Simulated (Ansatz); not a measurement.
`[CH3][Nb]([NH2])(=[O])[Cl]` and `[NH2][Nb](=[O])([OH])[Cl]` differ in one atom or group.

Ansatz, PBE0-D4/def2-TZVP geometries, multiplicity 1. Each molecule was computed in one conformer, which needn't be the lowest.

Elements past krypton have def2 core potentials.

| property | `[CH3][Nb]([NH2])(=[O])[Cl]` |
| --- | --- |
| size of the dipole moment (B3LYP/def2-TZVPP) / D | 3.44 |
| HOMO energy (ωB97M-V/def2-TZVPP) / eV | -10.55 |
| LUMO energy (PBE0/def2-TZVPP) / eV | -1.96 |
| HOMO–LUMO gap (PBE/def2-TZVPP) / eV | 4.05 |
| LUMO energy (B3LYP/def2-TZVPP) / eV | -2.19 |
| zero-point energy (PBE0-D4/def2-TZVP) / kJ/mol | 170.1 |

(1) What does the change do to each property? (An estimate is asked.)

Results:

(1) Ansatz gave: 
```csv
property,`[NH2][Nb](=[O])([OH])[Cl]`,shift
size of the dipole moment (B3LYP/def2-TZVPP) / D,4.53,1.09
HOMO energy (ωB97M-V/def2-TZVPP) / eV,-10.75,-0.20
LUMO energy (PBE0/def2-TZVPP) / eV,-1.66,0.30
HOMO–LUMO gap (PBE/def2-TZVPP) / eV,4.60,0.55
LUMO energy (B3LYP/def2-TZVPP) / eV,-1.90,0.29
zero-point energy (PBE0-D4/def2-TZVP) / kJ/mol,112.0,-58.1
```

With PBE0 the HOMO falls by 0.25 eV and the LUMO rises by 0.30 eV, so the gap widens by about 0.55 eV. PBE moves the HOMO by -0.22 eV and ωB97M-V by -0.20 eV. The zero-point energy changes by -58.1 kJ/mol with -6 modes. Dipoles are sizes alone; their direction can turn.

B3LYP here is the variant with VWN-RPA as its local correlation; programs differ in this.

Positive LUMOs are unbound, so they and the gaps depend on the basis.
